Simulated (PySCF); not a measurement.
Germanium: a sound run and one with changed settings

Sound run: Ge [Ar] 3d10 4s2 4p2, Ge⁺ [Ar] 3d10 4s2 4p1. Computed with PySCF 2.14 in jorge-DZP-DKH (8s6p2d1f, 43 functions), with the spin-free X2C one-electron Hamiltonian (Gaussian nucleus). In the sound run the correlated levels freeze [Ar] 3d10. The sound run starts from symmetry-adapted Hartree-Fock orbitals and uses a fine grid where one is needed.

Changed run: no relativity, point nucleus. This setting is unsound on purpose.

```csv
species,method,sound run (hartree),changed run (hartree),converged
Ge,UHF,-2096.93259,-2070.20541,yes
Ge,BP86,-2098.90556,-2072.05612,yes
Ge,PBE0,-2098.33581,-2071.53257,yes
Ge,MP2,-2096.95538,-2070.22790,yes
Ge,CCSD(T),-2096.96385,-2070.23648,yes
Ge⁺,UHF,-2096.66301,-2069.93316,yes
Ge⁺,BP86,-2098.61625,-2071.76412,yes
Ge⁺,PBE0,-2098.04876,-2071.24273,yes
Ge⁺,MP2,-2096.68680,-2069.95687,yes
Ge⁺,CCSD(T),-2096.69758,-2069.96801,yes
```

Ionisation energy of Ge:

| method | sound run (eV) | changed run (eV) |
| --- | --- | --- |
| UHF | 7.336 | 7.408 |
| BP86 | 7.872 | 7.946 |
| PBE0 | 7.811 | 7.887 |
| MP2 | 7.309 | 7.375 |
| SCS-MP2 | 7.264 | 7.330 |
| CCSD | 7.244 | 7.304 |
| CCSD(T) | 7.246 | 7.305 |

Most of the change in total energy is the relativistic energy itself. On top of that the contraction fixes the core shape for the Hamiltonian it was made with, so the changed run is not a good calculation with the other Hamiltonian either.

For comparison, NIST gives 7.899 eV between the lowest levels.
